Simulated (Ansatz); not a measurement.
Job for Ansatz (an electronic-structure program): R-B3LYP/def2-TZVPP on C2H6OSi (SMILES CO[Si]C), a point of a torsion scan.

Ansatz 0.2 input:
```yaml
crystal:
  periodic: [false, false, false]
  atoms:
    - {symbol: C, position_ang: [1.91100512, -0.34440499, 0.02045549]}
    - {symbol: O, position_ang: [0.64807582, 0.11538665, -0.29411248]}
    - {symbol: Si, position_ang: [-0.40280569, 1.18992372, 0.38828701]}
    - {symbol: C, position_ang: [-1.88429016, 0.00989747, 0.69754879]}
    - {symbol: H, position_ang: [2.56295375, 0.47334231, 0.34752605]}
    - {symbol: H, position_ang: [2.34636293, -0.81063996, -0.86662012]}
    - {symbol: H, position_ang: [1.85944327, -1.08897717, 0.82208807]}
    - {symbol: H, position_ang: [-1.99967082, -0.72198055, -0.10351590]}
    - {symbol: H, position_ang: [-2.81995731, 0.55888467, 0.78610771]}
    - {symbol: H, position_ang: [-1.74807268, -0.54345229, 1.62761869]}
basis:
  gaussian:
    orbitals: def2-TZVPP
hamiltonian:
  xc: {name: B3LYP}
scf: {lower_state_search: off}
```

The head of its log:

```
WARN ansatz: RAYON_NUM_THREADS=1 ignored (pool sized by the plan → 1); use --threads N
Functional definition: B3LYP
these checks for a lower state are left out or cut short: stability, starts, cluster_reference, orbital_swaps, neighbouring_geometries, increment
integrals: 0.12 GiB planned
1156 factors; their error is unknown
mean field: 1.09 GiB planned
mean field evaluation 1: about -12085.8168 eV, gradient 7.9e1 eV
mean field evaluation 2: about -12054.0671 eV, gradient 1.4e2 eV
```

Task: What total energy does the run end on?

Result: -444.6235 hartree.
